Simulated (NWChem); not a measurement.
System: SiO₂ anion, doublet; SMILES of the neutral closed-shell parent O=[Si]=O

The following NWChem deck was run.

```
start job
memory heap 200 mb stack 900 mb global 1100 mb
charge -1
geometry units angstroms noautosym nocenter noautoz
  O      1.475901     0.000000    -0.273780
  Si     0.000000     0.000000     0.293347
  O     -1.475901     0.000000    -0.273780
end
basis spherical
  * library def2-tzvp
end
dft
  odft
  mult 2
  xc b3lyp
  iterations 150
end
property
  efieldgrad
end
task dft property
```

In the optimisation the excess spin sits in a1 (C2v, its own frame). Sets without diffuse functions describe the anion's extra electron poorly. Geometry: optimised at B3LYP/def2-SVPD, spin-unrestricted. This spin state was assumed; another may lie lower. No stability test was run on the SCF state.

Vzz is the largest principal value of the second derivative of the potential at the nucleus (NWChem prints the opposite sign); η is the asymmetry. Non-relativistic.

Atoms are numbered as in the input.

**Question.** What results follow from this input? (B3LYP/def2-TZVP, spin-unrestricted.) Quantities: Vzz O3 (a.u.); η O3.

**Answer.** 
| Property | Result |
|---|---|
| Vzz O3 (a.u.) | -0.387 |
| η O3 | 0.63 |
